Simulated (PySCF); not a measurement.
Orbital energies and ionisation energy

C5H8BBrO2.
Z-matrix (Å and degrees, PBE0-D3(BJ)/def2-SVP geometry), rows numbered from 1:
```
O 
B   1  1.3621
O   2  1.3622  1  124.57
C   2  1.5701  1  118.10  3   178.71
C   4  1.5530  2  128.85  1    15.42
C   5  1.5311  4   73.35  2  -177.48
Br  6  1.9324  5  125.95  4  -179.85
C   6  1.5291  5   89.10  4    44.72
C   6  1.5310  5   89.20  4   -44.18
H   1  0.9618  2  115.60  3     0.12
H   3  0.9618  2  115.77  1     0.58
H   5  1.0999  4  116.50  2    70.76
H   5  1.0993  4  116.70  2   -65.49
H   8  1.0999  4  116.37  2    68.67
H   8  1.0997  4  116.39  2   -67.54
H   9  1.1001  4  116.46  2   -71.34
H   9  1.0993  4  116.64  2    64.96
```

Level: PBE0/def2-SVPD (PySCF). Frontier orbitals with their largest atomic shares (Löwdin; up to four atoms above 4 %):

```json
{"orbital": "HOMO−3", "ε (eV)": "-9.33", "main atoms": "C4 21 %, C8 20 %, C9 16 %, C5 10 %"}
{"orbital": "HOMO−2", "ε (eV)": "-8.31", "main atoms": "Br7 27 %, C4 21 %, C6 12 %, B2 12 %"}
{"orbital": "HOMO−1", "ε (eV)": "-7.58", "main atoms": "?"}
{"orbital": "HOMO", "ε (eV)": "-7.57", "main atoms": "?"}
{"orbital": "LUMO", "ε (eV)": "-0.55", "main atoms": "B2 33 %, O3 18 %, O1 18 %, H10 13 %"}
{"orbital": "LUMO+1", "ε (eV)": "0.42", "main atoms": "Br7 59 %, C6 20 %"}
{"orbital": "LUMO+2", "ε (eV)": "0.63", "main atoms": "B2 31 %, O1 16 %, O3 15 %, C4 11 %"}
```

What vertical ionisation energy does ΔSCF give, and how far is −ε(HOMO) from it?

ΔSCF: 9.68 eV (934 kJ/mol; threshold wavelength 128 nm); ⟨S²⟩ of the doublet left behind is 0.753, against 0.75 for a pure doublet. −ε(HOMO) is 7.57 eV, 2.11 eV below it. For the exact functional −ε(HOMO) would equal the first vertical ionisation energy; PBE0 (global hybrid, 25 % exact exchange) falls short of its own ΔSCF value by 22 %.

On which atoms does the HOMO lie?

HOMO: Br7 78 %, C6 9 %, C5 6 %; HOMO−1: Br7 78 %, C6 9 %, C8 6 %. These 2 orbitals lie within 0.02 eV of one another. The HOMO−2 lies 0.74 eV lower.

Shift the occupied levels rigidly so that −ε(HOMO) equals the ΔSCF value. What binding energies result?

The shift is +2.11 eV: HOMO 9.68, HOMO−1 9.69, HOMO−2 10.42, HOMO−3 11.44 eV. A rigid shift is only a rough guide to the deeper ionisations.

How many of the 10 lowest singlet excitations (vertical TDDFT, same level) lie below the ionisation energy?

All 10; they run from 6.41 to 7.64 eV.

Isolated species at its PBE0-D3(BJ)/def2-SVP geometry (one conformer only). The calculation is non-relativistic, for bromine too.
